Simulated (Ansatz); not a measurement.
Program: Ansatz. Geometries: PBE0-D4/def2-TZVP. ΔE: electronic, gas phase. CCSD(T)/CBS adds triple-zeta CCSD(T) − MP2 to the extrapolated MP2 energy (def2 sets, frozen cores). Functionals use def2-TZVPP. B3LYP here is the variant with VWN-RPA as its local correlation; programs differ in this. Each species was taken in one conformer, which may not be the lowest.

Consider the formal exchange of groups at a C–Si bond: `C[SiH]1CO[SiH2]1` + `N[SiH](S)Cl` → `C[Si](N)(S)Cl` + `C1O[SiH2][SiH2]1`.

Task: Is it downhill or uphill in electronic energy at CCSD(T)/CBS, and by how much? (Estimate.)

Result: The calculation gave: Downhill: ΔE = -2.7 kcal/mol.

Task: What do these levels give: PBE-D4, PBE0-D4, ωB97X-V, B3LYP, CCSD/def2-TZVPP, MP2/def2-QZVPP? (Estimate.)

Result: The calculation gave: PBE-D4 -2.5, PBE0-D4 -2.6, ωB97X-V -2.7, B3LYP -1.9, CCSD/def2-TZVPP -2.7, MP2/def2-QZVPP -2.8 kcal/mol.

Largest T1 diagnostic among the species: 0.013.

The D4 term adds −0.8 kcal/mol with B3LYP and −0.4 kcal/mol with PBE0; it sums over pairs of atoms, weighted by their polarisabilities, and B3LYP, whose exchange is more repulsive, gets the larger term.
